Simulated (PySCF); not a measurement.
## Calculated data, AlClFH

All values are calculated (PySCF 2.14.0). Calculation on a computer-drawn molecule: vertical ionisation energy to the stated ion spin, frozen-core CCSD(T) at the basis limit and cheaper methods, single-reference cases, UHF for radicals, no spin-orbit; all values are single points at the evaluated structure, the first of each entry, which is the reference or a displaced copy of it and isn't optimised; the reference structure only sets the zero of the energies above reference; triples share is (T) over the correlation energy.

Common to all runs: charge 0; multiplicity 1; ion multiplicity 2; diffuse functions no; basis cc-pV(n+d)Z; reference is the Hartree-Fock double-zeta minimum; best is HF at quadruple zeta + MP2 correlation extrapolated from triple and quadruple zeta + CCSD(T) minus MP2 at triple zeta; basis step is the size of the change from the same recipe one zeta lower.

(1) 
```xyz
4
formula=AlClFH ionisation_energy_best=11.03 ionisation_energy_basis_step=0.07603 energy_above_reference_best=31.93 energy_above_reference_basis_step=1.004 ionisation_energy_Koopmans_at_triple_zeta=11.62 ionisation_energy_EOM_CCSD_at_triple_zeta=10.95 total_energy_HF_triple_zeta=-801.6083 total_energy_CCSD(T)_triple_zeta=-802.1684 total_energy_best=-802.2705 T1_diagnostic_at_triple_zeta=0.01273 D1_diagnostic_at_triple_zeta=0.03154 ion_T1_diagnostic_at_triple_zeta=0.01363 ion_D1_diagnostic_at_triple_zeta=0.03461 ion_spin_squared_at_triple_zeta=0.7609 triples_share_at_triple_zeta=0.03325 basis_functions_triple_zeta=122 dipole_magnitude_HF_at_triple_zeta=3.634 dipole_magnitude_CCSD_unrelaxed_at_triple_zeta=3.276 dipole_magnitude_PBE_at_triple_zeta=3.11 dipole_magnitude_r2SCAN_at_triple_zeta=3.239 dipole_magnitude_B3LYP_at_triple_zeta=3.245 dipole_magnitude_wB97X_at_triple_zeta=3.494
F     -0.8202    -0.8121     2.1697
Al    -0.4064    -1.3667     0.6778
Cl    -2.3710    -1.9155    -1.0159
H      1.0887    -1.5531     0.3047
```

Units: ionisation_energy_best, ionisation_energy_basis_step, ionisation_energy_Koopmans_at_triple_zeta, ionisation_energy_EOM_CCSD_at_triple_zeta in eV; energy_above_reference_best, energy_above_reference_basis_step in kcal/mol; total_energy_HF_triple_zeta, total_energy_CCSD(T)_triple_zeta, total_energy_best in hartree; dipole_magnitude_HF_at_triple_zeta, dipole_magnitude_CCSD_unrelaxed_at_triple_zeta, dipole_magnitude_PBE_at_triple_zeta, dipole_magnitude_r2SCAN_at_triple_zeta, dipole_magnitude_B3LYP_at_triple_zeta, dipole_magnitude_wB97X_at_triple_zeta in debye.

Reference structure:
```xyz
4
AlClFH
F     -0.8204    -0.8120     2.1693
Al    -0.4066    -1.3671     0.6778
Cl    -1.9573    -1.7998    -0.6592
H      1.0887    -1.5530     0.3048
```

Drawn bonds:
| atom | other atom | order |
| --- | --- | --- |
| 1 | 2 | 1 |
| 2 | 3 | 1 |
| 2 | 4 | 1 |

Triple zeta:
| method | ionisation energy (eV) | energy above reference (kcal/mol) |
| --- | --- | --- |
| HF | 9.708 | 33.34 |
| PBE | 10.86 | 27.95 |
| r2SCAN | 10.93 | 31.1 |
| B3LYP | 10.94 | 29.39 |
| wB97X | 10.89 | 32.4 |
| MP2 | 10.9 | 32.11 |
| CCSD | 10.71 | 32.13 |
| CCSD(T) | 10.79 | 31.59 |

(2) 
```xyz
4
formula=AlClFH ionisation_energy_best=12.42 ionisation_energy_basis_step=0.0877 energy_above_reference_best=-0.001351 energy_above_reference_basis_step=1.436e-05 ionisation_energy_Koopmans_at_triple_zeta=12.8 ionisation_energy_EOM_CCSD_at_triple_zeta=12.31 total_energy_HF_triple_zeta=-801.6614 total_energy_CCSD(T)_triple_zeta=-802.2188 total_energy_best=-802.3214 T1_diagnostic_at_triple_zeta=0.01087 D1_diagnostic_at_triple_zeta=0.02916 ion_T1_diagnostic_at_triple_zeta=0.03604 ion_D1_diagnostic_at_triple_zeta=0.1972 ion_spin_squared_at_triple_zeta=0.761 triples_share_at_triple_zeta=0.03188 basis_functions_triple_zeta=122 dipole_magnitude_HF_at_triple_zeta=1.396 dipole_magnitude_CCSD_unrelaxed_at_triple_zeta=1.24 dipole_magnitude_PBE_at_triple_zeta=1.174 dipole_magnitude_r2SCAN_at_triple_zeta=1.198 dipole_magnitude_B3LYP_at_triple_zeta=1.255 dipole_magnitude_wB97X_at_triple_zeta=1.282
F     -0.8202    -0.8211     2.1726
Al    -0.4072    -1.3664     0.6728
Cl    -1.9552    -1.8022    -0.6593
H      1.0881    -1.5497     0.3056
```

Units: ionisation_energy_best, ionisation_energy_basis_step, ionisation_energy_Koopmans_at_triple_zeta, ionisation_energy_EOM_CCSD_at_triple_zeta in eV; energy_above_reference_best, energy_above_reference_basis_step in kcal/mol; total_energy_HF_triple_zeta, total_energy_CCSD(T)_triple_zeta, total_energy_best in hartree; dipole_magnitude_HF_at_triple_zeta, dipole_magnitude_CCSD_unrelaxed_at_triple_zeta, dipole_magnitude_PBE_at_triple_zeta, dipole_magnitude_r2SCAN_at_triple_zeta, dipole_magnitude_B3LYP_at_triple_zeta, dipole_magnitude_wB97X_at_triple_zeta in debye.

Reference structure:
```xyz
4
AlClFH
F     -0.8204    -0.8120     2.1693
Al    -0.4066    -1.3671     0.6778
Cl    -1.9573    -1.7998    -0.6592
H      1.0887    -1.5530     0.3048
```

Drawn bonds:
| atom | other atom | order |
| --- | --- | --- |
| 1 | 2 | 1 |
| 2 | 3 | 1 |
| 2 | 4 | 1 |

Triple zeta:
| method | ionisation energy (eV) | energy above reference (kcal/mol) |
| --- | --- | --- |
| HF | 11.27 | 0.06117 |
| PBE | 11.58 | -0.01019 |
| r2SCAN | 11.79 | 0.003751 |
| B3LYP | 11.93 | 0.004261 |
| wB97X | 12.24 | -0.008714 |
| MP2 | 12.38 | -0.003911 |
| CCSD | 12.16 | 0.01587 |
| CCSD(T) | 12.2 | 0.01031 |

(3) 
```xyz
4
formula=AlClFH ionisation_energy_best=12.43 ionisation_energy_basis_step=0.08953 energy_above_reference_best=3.365 energy_above_reference_basis_step=0.1923 ionisation_energy_Koopmans_at_triple_zeta=12.84 ionisation_energy_EOM_CCSD_at_triple_zeta=12.33 total_energy_HF_triple_zeta=-801.6563 total_energy_CCSD(T)_triple_zeta=-802.2135 total_energy_best=-802.3160 T1_diagnostic_at_triple_zeta=0.01076 D1_diagnostic_at_triple_zeta=0.02916 ion_T1_diagnostic_at_triple_zeta=0.02452 ion_D1_diagnostic_at_triple_zeta=0.1239 ion_spin_squared_at_triple_zeta=0.7607 triples_share_at_triple_zeta=0.03173 basis_functions_triple_zeta=122 dipole_magnitude_HF_at_triple_zeta=1.558 dipole_magnitude_CCSD_unrelaxed_at_triple_zeta=1.388 dipole_magnitude_PBE_at_triple_zeta=1.303 dipole_magnitude_r2SCAN_at_triple_zeta=1.341 dipole_magnitude_B3LYP_at_triple_zeta=1.394 dipole_magnitude_wB97X_at_triple_zeta=1.429
F     -0.8202    -0.8211     2.1726
Al    -0.4072    -1.3664     0.6728
Cl    -1.9552    -1.8022    -0.6593
H      0.9714    -1.5354     0.3343
```

Units: ionisation_energy_best, ionisation_energy_basis_step, ionisation_energy_Koopmans_at_triple_zeta, ionisation_energy_EOM_CCSD_at_triple_zeta in eV; energy_above_reference_best, energy_above_reference_basis_step in kcal/mol; total_energy_HF_triple_zeta, total_energy_CCSD(T)_triple_zeta, total_energy_best in hartree; dipole_magnitude_HF_at_triple_zeta, dipole_magnitude_CCSD_unrelaxed_at_triple_zeta, dipole_magnitude_PBE_at_triple_zeta, dipole_magnitude_r2SCAN_at_triple_zeta, dipole_magnitude_B3LYP_at_triple_zeta, dipole_magnitude_wB97X_at_triple_zeta in debye.

Reference structure:
```xyz
4
AlClFH
F     -0.8204    -0.8120     2.1693
Al    -0.4066    -1.3671     0.6778
Cl    -1.9573    -1.7998    -0.6592
H      1.0887    -1.5530     0.3048
```

Drawn bonds:
| atom | other atom | order |
| --- | --- | --- |
| 1 | 2 | 1 |
| 2 | 3 | 1 |
| 2 | 4 | 1 |

Triple zeta:
| method | ionisation energy (eV) | energy above reference (kcal/mol) |
| --- | --- | --- |
| HF | 11.24 | 3.223 |
| PBE | 11.69 | 3.739 |
| r2SCAN | 11.91 | 3.336 |
| B3LYP | 12.03 | 3.126 |
| wB97X | 12.28 | 3.141 |
| MP2 | 12.37 | 3.14 |
| CCSD | 12.17 | 3.264 |
| CCSD(T) | 12.21 | 3.312 |

(4) 
```xyz
4
formula=AlClFH ionisation_energy_best=12.42 ionisation_energy_basis_step=0.08747 energy_above_reference_best=-0.009614 energy_above_reference_basis_step=0.009744 ionisation_energy_Koopmans_at_triple_zeta=12.79 ionisation_energy_EOM_CCSD_at_triple_zeta=12.3 total_energy_HF_triple_zeta=-801.6614 total_energy_CCSD(T)_triple_zeta=-802.2188 total_energy_best=-802.3214 T1_diagnostic_at_triple_zeta=0.01088 D1_diagnostic_at_triple_zeta=0.02916 ion_T1_diagnostic_at_triple_zeta=0.03719 ion_D1_diagnostic_at_triple_zeta=0.2043 ion_spin_squared_at_triple_zeta=0.7611 triples_share_at_triple_zeta=0.03189 basis_functions_triple_zeta=122 dipole_magnitude_HF_at_triple_zeta=1.384 dipole_magnitude_CCSD_unrelaxed_at_triple_zeta=1.23 dipole_magnitude_PBE_at_triple_zeta=1.165 dipole_magnitude_r2SCAN_at_triple_zeta=1.188 dipole_magnitude_B3LYP_at_triple_zeta=1.246 dipole_magnitude_wB97X_at_triple_zeta=1.271
F     -0.8202    -0.8211     2.1726
Al    -0.4072    -1.3664     0.6728
Cl    -1.9552    -1.8022    -0.6593
H      1.0958    -1.5506     0.3037
```

Units: ionisation_energy_best, ionisation_energy_basis_step, ionisation_energy_Koopmans_at_triple_zeta, ionisation_energy_EOM_CCSD_at_triple_zeta in eV; energy_above_reference_best, energy_above_reference_basis_step in kcal/mol; total_energy_HF_triple_zeta, total_energy_CCSD(T)_triple_zeta, total_energy_best in hartree; dipole_magnitude_HF_at_triple_zeta, dipole_magnitude_CCSD_unrelaxed_at_triple_zeta, dipole_magnitude_PBE_at_triple_zeta, dipole_magnitude_r2SCAN_at_triple_zeta, dipole_magnitude_B3LYP_at_triple_zeta, dipole_magnitude_wB97X_at_triple_zeta in debye.

Reference structure:
```xyz
4
AlClFH
F     -0.8204    -0.8120     2.1693
Al    -0.4066    -1.3671     0.6778
Cl    -1.9573    -1.7998    -0.6592
H      1.0887    -1.5530     0.3048
```

Drawn bonds:
| atom | other atom | order |
| --- | --- | --- |
| 1 | 2 | 1 |
| 2 | 3 | 1 |
| 2 | 4 | 1 |

Triple zeta:
| method | ionisation energy (eV) | energy above reference (kcal/mol) |
| --- | --- | --- |
| HF | 11.27 | 0.0717 |
| PBE | 11.57 | -0.05098 |
| r2SCAN | 11.78 | -0.006601 |
| B3LYP | 11.92 | 0.00583 |
| wB97X | 12.24 | -0.005951 |
| MP2 | 12.38 | 0.00311 |
| CCSD | 12.16 | 0.01348 |
| CCSD(T) | 12.2 | 0.003869 |

(5) 
```xyz
4
formula=AlClFH ionisation_energy_best=11.92 ionisation_energy_basis_step=0.06676 energy_above_reference_best=9.083 energy_above_reference_basis_step=0.1311 ionisation_energy_Koopmans_at_triple_zeta=12.22 ionisation_energy_EOM_CCSD_at_triple_zeta=11.92 total_energy_HF_triple_zeta=-801.6451 total_energy_CCSD(T)_triple_zeta=-802.2044 total_energy_best=-802.3069 T1_diagnostic_at_triple_zeta=0.01135 D1_diagnostic_at_triple_zeta=0.02923 ion_T1_diagnostic_at_triple_zeta=0.03165 ion_D1_diagnostic_at_triple_zeta=0.1681 ion_spin_squared_at_triple_zeta=0.7635 triples_share_at_triple_zeta=0.03228 basis_functions_triple_zeta=122 dipole_magnitude_HF_at_triple_zeta=0.9768 dipole_magnitude_CCSD_unrelaxed_at_triple_zeta=0.8819 dipole_magnitude_PBE_at_triple_zeta=0.8438 dipole_magnitude_r2SCAN_at_triple_zeta=0.8328 dipole_magnitude_B3LYP_at_triple_zeta=0.9024 dipole_magnitude_wB97X_at_triple_zeta=0.8928
F     -0.8202    -0.8211     2.1726
Al    -0.4072    -1.3664     0.6728
Cl    -1.9552    -1.8022    -0.6593
H      1.3581    -1.5828     0.2393
```

Units: ionisation_energy_best, ionisation_energy_basis_step, ionisation_energy_Koopmans_at_triple_zeta, ionisation_energy_EOM_CCSD_at_triple_zeta in eV; energy_above_reference_best, energy_above_reference_basis_step in kcal/mol; total_energy_HF_triple_zeta, total_energy_CCSD(T)_triple_zeta, total_energy_best in hartree; dipole_magnitude_HF_at_triple_zeta, dipole_magnitude_CCSD_unrelaxed_at_triple_zeta, dipole_magnitude_PBE_at_triple_zeta, dipole_magnitude_r2SCAN_at_triple_zeta, dipole_magnitude_B3LYP_at_triple_zeta, dipole_magnitude_wB97X_at_triple_zeta in debye.

Reference structure:
```xyz
4
AlClFH
F     -0.8204    -0.8120     2.1693
Al    -0.4066    -1.3671     0.6778
Cl    -1.9573    -1.7998    -0.6592
H      1.0887    -1.5530     0.3048
```

Drawn bonds:
| atom | other atom | order |
| --- | --- | --- |
| 1 | 2 | 1 |
| 2 | 3 | 1 |
| 2 | 4 | 1 |

Triple zeta:
| method | ionisation energy (eV) | energy above reference (kcal/mol) |
| --- | --- | --- |
| HF | 11.07 | 10.25 |
| PBE | 11.22 | 7.658 |
| r2SCAN | 11.37 | 8.859 |
| B3LYP | 11.54 | 9.148 |
| wB97X | 11.89 | 9.422 |
| MP2 | 11.67 | 9.723 |
| CCSD | 11.84 | 9.206 |
| CCSD(T) | 11.79 | 9.02 |

(6) 
```xyz
4
formula=AlClFH ionisation_energy_best=11.9 ionisation_energy_basis_step=0.06605 energy_above_reference_best=9.531 energy_above_reference_basis_step=0.1298 ionisation_energy_Koopmans_at_triple_zeta=12.2 ionisation_energy_EOM_CCSD_at_triple_zeta=11.9 total_energy_HF_triple_zeta=-801.6443 total_energy_CCSD(T)_triple_zeta=-802.2037 total_energy_best=-802.3062 T1_diagnostic_at_triple_zeta=0.01137 D1_diagnostic_at_triple_zeta=0.02923 ion_T1_diagnostic_at_triple_zeta=0.03091 ion_D1_diagnostic_at_triple_zeta=0.1634 ion_spin_squared_at_triple_zeta=0.763 triples_share_at_triple_zeta=0.0323 basis_functions_triple_zeta=122 dipole_magnitude_HF_at_triple_zeta=0.9645 dipole_magnitude_CCSD_unrelaxed_at_triple_zeta=0.872 dipole_magnitude_PBE_at_triple_zeta=0.8343 dipole_magnitude_r2SCAN_at_triple_zeta=0.8223 dipole_magnitude_B3LYP_at_triple_zeta=0.8923 dipole_magnitude_wB97X_at_triple_zeta=0.8812
F     -0.8202    -0.8211     2.1726
Al    -0.4072    -1.3664     0.6728
Cl    -1.9552    -1.8022    -0.6593
H      1.3658    -1.5837     0.2374
```

Units: ionisation_energy_best, ionisation_energy_basis_step, ionisation_energy_Koopmans_at_triple_zeta, ionisation_energy_EOM_CCSD_at_triple_zeta in eV; energy_above_reference_best, energy_above_reference_basis_step in kcal/mol; total_energy_HF_triple_zeta, total_energy_CCSD(T)_triple_zeta, total_energy_best in hartree; dipole_magnitude_HF_at_triple_zeta, dipole_magnitude_CCSD_unrelaxed_at_triple_zeta, dipole_magnitude_PBE_at_triple_zeta, dipole_magnitude_r2SCAN_at_triple_zeta, dipole_magnitude_B3LYP_at_triple_zeta, dipole_magnitude_wB97X_at_triple_zeta in debye.

Reference structure:
```xyz
4
AlClFH
F     -0.8204    -0.8120     2.1693
Al    -0.4066    -1.3671     0.6778
Cl    -1.9573    -1.7998    -0.6592
H      1.0887    -1.5530     0.3048
```

Drawn bonds:
| atom | other atom | order |
| --- | --- | --- |
| 1 | 2 | 1 |
| 2 | 3 | 1 |
| 2 | 4 | 1 |

Triple zeta:
| method | ionisation energy (eV) | energy above reference (kcal/mol) |
| --- | --- | --- |
| HF | 11.04 | 10.75 |
| PBE | 11.2 | 8.062 |
| r2SCAN | 11.35 | 9.3 |
| B3LYP | 11.53 | 9.594 |
| wB97X | 11.87 | 9.884 |
| MP2 | 11.65 | 10.2 |
| CCSD | 11.82 | 9.656 |
| CCSD(T) | 11.77 | 9.463 |

(7) 
```xyz
4
formula=AlClFH ionisation_energy_best=11.56 ionisation_energy_basis_step=0.05762 energy_above_reference_best=17.36 energy_above_reference_basis_step=0.08942 ionisation_energy_Koopmans_at_triple_zeta=11.8 ionisation_energy_EOM_CCSD_at_triple_zeta=11.58 total_energy_HF_triple_zeta=-801.6305 total_energy_CCSD(T)_triple_zeta=-802.1913 total_energy_best=-802.2937 T1_diagnostic_at_triple_zeta=0.01178 D1_diagnostic_at_triple_zeta=0.02929 ion_T1_diagnostic_at_triple_zeta=0.02303 ion_D1_diagnostic_at_triple_zeta=0.1112 ion_spin_squared_at_triple_zeta=0.7575 triples_share_at_triple_zeta=0.03254 basis_functions_triple_zeta=122 dipole_magnitude_HF_at_triple_zeta=0.7715 dipole_magnitude_CCSD_unrelaxed_at_triple_zeta=0.7228 dipole_magnitude_PBE_at_triple_zeta=0.6858 dipole_magnitude_r2SCAN_at_triple_zeta=0.6589 dipole_magnitude_B3LYP_at_triple_zeta=0.7338 dipole_magnitude_wB97X_at_triple_zeta=0.6974
F     -0.8202    -0.8211     2.1726
Al    -0.4072    -1.3664     0.6728
Cl    -1.9552    -1.8022    -0.6593
H      1.4893    -1.5989     0.2071
```

Units: ionisation_energy_best, ionisation_energy_basis_step, ionisation_energy_Koopmans_at_triple_zeta, ionisation_energy_EOM_CCSD_at_triple_zeta in eV; energy_above_reference_best, energy_above_reference_basis_step in kcal/mol; total_energy_HF_triple_zeta, total_energy_CCSD(T)_triple_zeta, total_energy_best in hartree; dipole_magnitude_HF_at_triple_zeta, dipole_magnitude_CCSD_unrelaxed_at_triple_zeta, dipole_magnitude_PBE_at_triple_zeta, dipole_magnitude_r2SCAN_at_triple_zeta, dipole_magnitude_B3LYP_at_triple_zeta, dipole_magnitude_wB97X_at_triple_zeta in debye.

Reference structure:
```xyz
4
AlClFH
F     -0.8204    -0.8120     2.1693
Al    -0.4066    -1.3671     0.6778
Cl    -1.9573    -1.7998    -0.6592
H      1.0887    -1.5530     0.3048
```

Drawn bonds:
| atom | other atom | order |
| --- | --- | --- |
| 1 | 2 | 1 |
| 2 | 3 | 1 |
| 2 | 4 | 1 |

Triple zeta:
| method | ionisation energy (eV) | energy above reference (kcal/mol) |
| --- | --- | --- |
| HF | 10.61 | 19.47 |
| PBE | 10.99 | 15.22 |
| r2SCAN | 11.1 | 17.04 |
| B3LYP | 11.29 | 17.39 |
| wB97X | 11.55 | 18.02 |
| MP2 | 11.25 | 18.49 |
| CCSD | 11.47 | 17.53 |
| CCSD(T) | 11.43 | 17.23 |

(8) 
```xyz
4
formula=AlClFH
F     -0.8258    -0.8152     2.1639
Al    -0.4186    -1.3777     0.6818
Cl    -1.9488    -1.7984    -0.6650
H      1.0927    -1.5545     0.3055
```

Reference structure:
```xyz
4
AlClFH
F     -0.8204    -0.8120     2.1693
Al    -0.4066    -1.3671     0.6778
Cl    -1.9573    -1.7998    -0.6592
H      1.0887    -1.5530     0.3048
```

Drawn bonds:
| atom | other atom | order |
| --- | --- | --- |
| 1 | 2 | 1 |
| 2 | 3 | 1 |
| 2 | 4 | 1 |

Question: AlClFH (entry 8): total energy best?
Answer: -802.3214 hartree

Question: Give the missing triples share at triple zeta for AlClFH (entry 8).
Answer: 0.03182

Question: What dipole magnitude PBE at triple zeta does the calculation give for AlClFH (entry 8)?
Answer: 1.084 debye

Further results for AlClFH (entry 8):

- ionisation energy best: 12.41 eV
- ionisation energy basis step: 0.0858 eV
- energy above reference best: 0.005715 kcal/mol
- energy above reference basis step: 0.08045 kcal/mol
- ionisation energy Koopmans at triple zeta: 12.77 eV
- ionisation energy EOM CCSD at triple zeta: 12.3 eV
- total energy HF triple zeta: -801.6616 hartree
- total energy CCSD(T) triple zeta: -802.2187 hartree
- T1 diagnostic at triple zeta: 0.01079
- D1 diagnostic at triple zeta: 0.02884
- ion T1 diagnostic at triple zeta: 0.04168
- ion D1 diagnostic at triple zeta: 0.2319
- ion spin squared at triple zeta: 0.7612
- basis functions triple zeta: 122
- dipole magnitude HF at triple zeta: 1.287 debye
- dipole magnitude CCSD unrelaxed at triple zeta: 1.142 debye
- dipole magnitude r2SCAN at triple zeta: 1.102 debye
- dipole magnitude B3LYP at triple zeta: 1.16 debye
- dipole magnitude wB97X at triple zeta: 1.183 debye

Triple zeta:
| method | ionisation energy (eV) | energy above reference (kcal/mol) |
| --- | --- | --- |
| HF | 11.28 | -0.07695 |
| PBE | 11.55 | 0.07464 |
| r2SCAN | 11.75 | -0.009568 |
| B3LYP | 11.9 | 0.06385 |
| wB97X | 12.22 | 0.0006855 |
| MP2 | 12.39 | 0.06746 |
| CCSD | 12.16 | 0.01309 |
| CCSD(T) | 12.19 | 0.03289 |
